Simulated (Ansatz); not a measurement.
**Forces away from equilibrium**

BAsNH5 (SMILES NB[AsH2]), singlet, displaced at random from a GFN2-xTB minimum.

```
8
angstrom
N -1.0472 0.7176 -0.6418
B 0.0733 0.3955 0.0589
As 0.8145 -1.3949 -0.1234
H -1.5209 0.1110 -1.2326
H -1.5244 1.6039 -0.4897
H 0.5221 1.2392 0.7106
H 0.4437 -1.7937 1.1901
H 2.1793 -0.9831 0.4983
```

Ansatz 0.2.0; basis: def2-TZVPP; cores frozen in the correlated methods. Filled d shells of the heavier atoms are correlated. The def2 sets are not built for correlating such inner shells, so the correlated values are less sure here. B3LYP uses VWN-RPA correlation.

CCSD(T) forces from the calculation:
```csv
atom,Fx,Fy,Fz (eV/Å)
N1,-0.790,1.976,0.542
B2,0.147,0.707,0.383
As3,2.147,-0.847,-1.555
H4,-0.954,-1.176,-1.167
H5,0.228,-0.395,-0.249
H6,0.462,0.615,0.643
H7,-0.874,-0.676,1.911
H8,-0.366,-0.206,-0.509
```

(1) Which atom feels the largest CCSD(T) force, and how large is it?

The T1 diagnostic stays at or below 0.013. These are differences at one structure, and CCSD(T) in triple zeta is itself an approximation.

## Answers

(1) As3, 2.78 eV/Å, along (0.77, -0.30, -0.56).

Root-mean-square difference of the force components from those of CCSD(T): PBE0-D4 0.123; wB97M-V 0.077; r2SCAN-D4 0.090; PBE-D4 0.209; B3LYP-D4 0.111; BLYP-D4 0.196 eV/Å.

For scale, one of the runs: CCSD(T)/def2-TZVPP forces, 180 basis functions (an equivalent command: `ansatz run in.yaml --threads 4`). The run took 3.6 min on 4 CPU threads (shared host), with 3.3 GiB of host memory at its peak.
